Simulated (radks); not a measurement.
Effect of the nuclear size on the chromium ion Cr+, [Ar] 3d5. All-electron calculation, Dirac Kohn-Sham, PBE, spin-unpolarised, spherical densities, finite nucleus; open shells are shared between the two j in proportion to 2j + 1; Fermi nuclear charge, rms radius 3.6452 fm. Program: a radial shooting solver on a logarithmic mesh with Libxc functionals. The rms radius is varied about that value; shifts are against it.

| rms radius (fm) | total energy shift (eV) | density at nucleus (e/bohr^3) | 1s1/2 shift (meV) | 2s1/2 shift (meV) | 3s1/2 shift (meV) |
|---|---|---|---|---|---|
| 2.9745 | -0.0247 | 1.152e+04 | -10.5 | -0.920 | -0.131 |
| 3.4192 | -0.00886 | 1.146e+04 | -3.76 | -0.330 | -0.047 |
| 3.6452 | 0 | 1.143e+04 | 0.000 | 0.000 | 0.000 |
| 3.8712 | 0.00940 | 1.141e+04 | 3.99 | 0.350 | 0.050 |
| 4.4399 | 0.0355 | 1.135e+04 | 15.0 | 1.32 | 0.189 |

Slopes of the eigenvalues against <r^2> in GHz/fm^2, as finite differences over the two radii next to the reference (eigenvalue slopes, not the field-shift constants of lines): 1s1/2 568, 2s1/2 49.9, 3s1/2 7.13.
